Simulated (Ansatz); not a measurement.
Mulliken charges of FH2IO2Ti, SMILES `[OH][Ti]([OH])([F])[I]` from B3LYP/def2-TZVPP in Ansatz (PBE0-D4/def2-TZVP geometry).

```
atom   x (Å)   y (Å)   z (Å)  charge (e)
  O1  -1.084   0.197   0.987      -0.458
 Ti2  -0.010  -0.089  -0.381       1.033
  O3   1.545  -0.709   0.197      -0.441
  F4  -0.723  -1.222  -1.511      -0.369
  I5   0.357   2.168  -1.593      -0.167
  H6  -2.012   0.273   1.208       0.202
  H7   1.989  -0.686   1.047       0.200
```

**Question.** By hand: the dipole of these point charges (1 e Å = 4.8032 D).

**Answer.** Σ q r = (0.003, 0.137, 0.345) e Å, of length 0.371 e Å = 1.78 D.

**Question.** How does the dipole of the full density compare? (An estimate is asked.)

**Answer.** Computed: (-0.135, -0.085, 0.638) e Å, 3.16 D; the point charges give 0.56 times that, at 32° from its direction.

Point charges leave out the atoms' own dipoles, such as those of lone pairs, and Mulliken's split depends on the basis, so the two needn't agree.

B3LYP here is the variant with VWN-RPA as its local correlation; programs differ in this.
